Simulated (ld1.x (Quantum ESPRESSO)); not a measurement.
## What the settings do to the TM potential of thulium (Tm)

Base potential:

ld1.x (Quantum ESPRESSO) 7.5 input, shortened:

```
&input
   title='Tm', zed=69., rel=1, dft='PZ', iswitch=3,
   config='[Xe] 4f13 5d0 6s0 6p0'
 /
 &inputp
   pseudotype=2, tm=.true., lloc=0,
   nlcc=.true., new_core_ps=.true., rcore=1.30
 /
3
5P  2  1   6.00   0.00  1.75  1.75  0.0
5D  3  2   0.00   0.00  3.10  3.10  0.0
5S  1  0   2.00   0.00  1.65  1.65  0.0
 &test
   configts(1)='5s2 5p6 5d0 6s0 6p0'
 /
```

Cutoffs, loose and tight: the cutoffs (Ry, on a coarse ladder) from which the occupation-weighted sum of valence levels, in a spherical-Bessel basis at the reference potential, stays within 10 and 1 mRy of its value at 400 Ry. They do not see the model core or the augmentation charge, which bear on the density cutoff. Test errors are all-electron minus pseudo excitation energies from the reference, over the configurations 5s2 5p6 5d0 6s2 6p0; 5s2 5p6 5d0 6s1 6p0; 5s2 5p6 5d0 6s1.5 6p0; 5s1 5p6 5d0 6s2 6p0; 5s2 5p6 5d1 6s1 6p0; 5s2 5p6 5d0 6s1 6p1; 5s2 5p6 5d0.5 6s1.5 6p0 (two spin-polarised tests are not counted in the largest error). A dash means not determined; rows that change the core or the reference have their own tests.

```csv
change,outcome,"cutoff, loose","cutoff, tight",bound ghosts,largest test error (meV)
base,generated,55 Ry,90 Ry,none,+672
core correction none,generated,55 Ry,90 Ry,none,+1134
core correction Bessel-smoothed model core inside 0.66 bohr,generated,55 Ry,90 Ry,none,+669
core correction Bessel-smoothed model core inside 0.86 bohr,generated,55 Ry,90 Ry,none,+669
core correction Bessel-smoothed model core inside 1.06 bohr,generated,55 Ry,90 Ry,none,+669
core correction Bessel-smoothed model core inside 1.28 bohr,generated,55 Ry,90 Ry,none,+671
core correction Bessel-smoothed model core inside 1.42 bohr,generated,55 Ry,90 Ry,none,+674
core correction Bessel-smoothed model core inside 1.56 bohr,generated,55 Ry,90 Ry,none,+678
core correction Bessel-smoothed model core inside 1.78 bohr,generated,55 Ry,90 Ry,none,+685
core correction Bessel-smoothed model core inside 1.92 bohr,generated,55 Ry,90 Ry,none,+691
```
